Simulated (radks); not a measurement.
Results of a calculation; reference values are marked as such.
Task: The thulium ion Tm+, 68 electrons, occupied as [Xe] 4f13 6s1 (the NIST ground configuration). Code: a radial shooting solver on a logarithmic mesh with Libxc functionals. Model: Dirac Kohn-Sham, PBE, spin-unpolarised, spherical densities, finite nucleus; open shells are shared between the two j in proportion to 2j + 1; Fermi nuclear charge, rms radius 5.2256 fm.

Spin-orbit splittings of the eigenvalues, e(l+1/2) - e(l-1/2), with zeta = 2 splitting/(2l+1) and mean radii in bohr:

| shell | occ. | splitting (eV) | zeta (eV) | <r> j=l-1/2 | <r> j=l+1/2 |
|---|---|---|---|---|---|
| 2p | 6 | 980.2 | 653.4 | 0.07008 | 0.07746 |
| 3p | 6 | 207.0 | 138.0 | 0.2103 | 0.2241 |
| 3d | 10 | 45.23 | 18.09 | 0.1973 | 0.2016 |
| 4p | 6 | 46.70 | 31.14 | 0.5062 | 0.5381 |
| 4d | 10 | 8.496 | 3.398 | 0.5652 | 0.5765 |
| 4f | 13 | ? | ? | 0.7942 | 0.8165 |
| 5p | 6 | 5.715 | 3.810 | 1.392 | 1.506 |

Estimate the 4f splitting.

Result: 1.197 eV (zeta = 0.3420 eV).
